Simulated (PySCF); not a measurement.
RuO(OH)₂, broken-symmetry Ms = 0: structure and spectrum

Method: UPBE0 in PySCF with Ru def2-TZVP with ECP28, O def2-TZVP, H def2-TZVP; scalar-relativistic core potentials, no spin–orbit coupling; density-fitted integrals.

The structure is a minimum.

```xyz
6
charge 0 multiplicity 1, angstrom
Ru    0.0643   -0.0096    0.0045
O     1.6335   -0.2093   -0.3643
O    -0.7240    1.6367    0.3125
O    -1.1615   -1.3940    0.0917
H    -1.0083    2.1095   -0.4783
H    -1.5511   -1.6504   -0.7522
```

* Point group: Cs
* Bond lengths: O–H 0.964 Å (×2), Ru–O 1.624 Å, Ru–O 1.851 Å (×2)
* Bond angles: H–O–Ru 115.2° (×2), O–Ru–O 112.0°, O–Ru–O 124.0° (×2)
* Atomisation energy without zero-point energy: 2020 kJ/mol
* Lowest empty level (α): -3.65 eV
* Principal quadrupole moments (Buckingham, traceless) about the centre of mass: -7.70, 0.73, 6.97 D Å
* Zero-point energy: 79.0 kJ/mol
* Spin squared ⟨S²⟩: 0.475
* Highest occupied level (α): -7.43 eV
* Heat capacity Cp at 298.15 K: 81.1 J/(mol K)
* Entropy at 298.15 K and 1 bar: 315.8 J/(mol K)
* Rotational constants: 0.2099, 0.2002, 0.1044 cm⁻¹
* Rotational symmetry number: 1
* Enthalpy at 298.15 K above 0 K: 16.76 kJ/mol
* Principal polarisabilities: 35.3, 49.1, 51.1 bohr³
* Dipole moment: 2.66 D

Harmonic modes (masses in u: Ru 101.904, O 15.995, H 1.008):
```tsv
symmetry	ω (cm⁻¹)	IR (km/mol)	μ (u)
a'	176	3.8	10.14
a'	207	2.1	6.89
a''	212	18.7	12.09
a''	412	51.2	1.10
a'	520	105	1.12
a''	695	242	15.08
a'	695	47.3	9.11
a''	804	110	1.08
a'	833	108	1.14
a'	1024	221	17.85
a''	3815	93.0	1.07
a'	3820	97.8	1.07
```

Charges (e):
```json
{"atom": "Ru1", "Mulliken": "1.27", "Löwdin": "0.56", "polar tensor": "1.70", "spin (Mulliken)": "-0.05", "Mayer order to Ru1": "–"}
{"atom": "O2", "Mulliken": "-0.54", "Löwdin": "-0.23", "polar tensor": "-0.74", "spin (Mulliken)": "0.07", "Mayer order to Ru1": "1.95"}
{"atom": "O3,4", "Mulliken": "-0.71", "Löwdin": "-0.33", "polar tensor": "-0.76", "spin (Mulliken)": "-0.01", "Mayer order to Ru1": "0.86"}
{"atom": "H5,6", "Mulliken": "0.34", "Löwdin": "0.16", "polar tensor": "0.28", "spin (Mulliken)": "0.00", "Mayer order to Ru1": "0.01"}
```
Other Mayer orders above 0.3: O–H 0.88 (×2).

Mulliken populations on Ru1 (electrons outside its core potential): s 2.39, p 6.17, d 6.13, f 0.03.

Outer orbital energies (eV). α occupied: -12.36, -12.28, -10.99, -10.38, -9.97, -9.52, -7.52, -7.43; empty: -3.65, -1.90, -1.69, -0.06. β occupied: -12.34, -12.19, -10.90, -10.39, -10.00, -9.50, -7.54, -7.44; empty: -3.57, -1.90, -1.69, -0.04.

The determinant is spin-contaminated (⟨S²⟩ = 0.48, pure value 0.00). Only a few start shapes were tried, so a lower isomer may exist. At this level a triplet minimum of C2 symmetry lies 8 kJ/mol below this structure.

The final relaxation and frequency run took 3.2 min on 4 threads of a shared Arm Neoverse V2 host, with 145 basis functions and 23 gradients; the process peaked at 2.4 GiB. Launch command: `OMP_NUM_THREADS=4 python axn.py task.json out`.
